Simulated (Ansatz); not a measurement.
Two isomers of C2H6FSi: A = `[CH2][SiH](C)F`•, B = `[CH2]C[SiH2]F`•.

Computed with Ansatz on PBE0-D4/def2-TZVP structures; ΔE is electronic, products minus reactants. CBS: MP2 limit from def2 TZ/QZ plus the TZ coupled-cluster correction, frozen cores. DFT in def2-TZVPP. B3LYP here is the variant with VWN-RPA as its local correlation; programs differ in this. No spin–orbit coupling; open shells (•) take unrestricted orbitals. Each species was taken in one conformer, which may not be the lowest.

Question: Which is lower in electronic energy at CCSD(T)/CBS, and by how much? (An estimate is asked.)

Answer: Ansatz gave: A, by 52.1 kJ/mol.

Question: Give E(B) − E(A) in kJ/mol with HF/def2-TZVPP, CCSD(T)/def2-TZVPP, B2PLYP, B3LYP, CCSD/def2-TZVPP, r2SCAN-D4, BLYP-D4. (Estimate.)

Answer: Ansatz gave: HF/def2-TZVPP 59.1, CCSD(T)/def2-TZVPP 51.4, B2PLYP 51.1, B3LYP 50.1, CCSD/def2-TZVPP 52.9, r2SCAN-D4 52.7, BLYP-D4 47.3. None reverses the order clearly.

Question: Does the order hold for the free energy at 298.15 K (harmonic terms from PBE0-D4)? (An estimate is asked.)

Answer: Computed: Yes: G(B) − G(A) = +53.4 kJ/mol, for one conformer each.

Largest T1 diagnostic: 0.013.

At CCSD(T), def2-SVP lies −9.7 kJ/mol from the extrapolated value and def2-TZVPP −0.6 kJ/mol. In def2-TZVPP, CCSD(T) changes the Hartree–Fock value by −7.7 kJ/mol (the triples alone add −1.5 kJ/mol) and MP2 by −7.0 kJ/mol.
